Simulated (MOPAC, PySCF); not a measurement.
Cl₂Ge, SMILES `[Cl][Ge][Cl]` (lower singlet), neutral singlet in the gas phase. This singlet lies 2.59 eV below the relaxed triplet at the level frozen-core CCSD(T)/cc-pVTZ // B3LYP-D3(BJ)/def2-TZVP (Ansatz).

Z-matrix (Å, degrees):
```
Ge
Cl 1 2.2045
Cl 1 2.2045 2 100.36
```
Charge 0, spin multiplicity 1.

All levels are single points at this geometry (B3LYP-D3(BJ)/def2-TZVP); Pople sets use spherical d functions. Orbital energies aren't observables, and empty levels follow the basis.

SVWN5/6-31G* in PySCF gives HOMO (eV) = -7.24.

Question: Estimate the HOMO (eV) from each of these levels: B3LYP-D3(BJ)/def2-TZVP in PySCF; B3LYP/6-311+G** (LANL2DZ on Ge) in PySCF; B3LYP/6-31G* in PySCF; B3LYP/LANL2DZ in PySCF; BP86/6-31G* in PySCF; M06-2X/6-31G* in PySCF; PBE/6-31G* in PySCF; HF/3-21G in PySCF; HF/6-31G* in PySCF; HF/STO-3G in PySCF; AM1 in MOPAC; PM6 in MOPAC.

Answer: 
```
level                                     HOMO (eV)
----------------------------------------  ---------
B3LYP-D3(BJ)/def2-TZVP in PySCF               -7.97
B3LYP/6-311+G** (LANL2DZ on Ge) in PySCF      -8.11
B3LYP/6-31G* in PySCF                         -8.00
B3LYP/LANL2DZ in PySCF                        -8.10
BP86/6-31G* in PySCF                          -7.21
M06-2X/6-31G* in PySCF                        -9.24
PBE/6-31G* in PySCF                           -7.09
HF/3-21G in PySCF                            -10.80
HF/6-31G* in PySCF                           -10.66
HF/STO-3G in PySCF                            -8.30
AM1 in MOPAC                                  -9.67
PM6 in MOPAC                                  -9.93
```
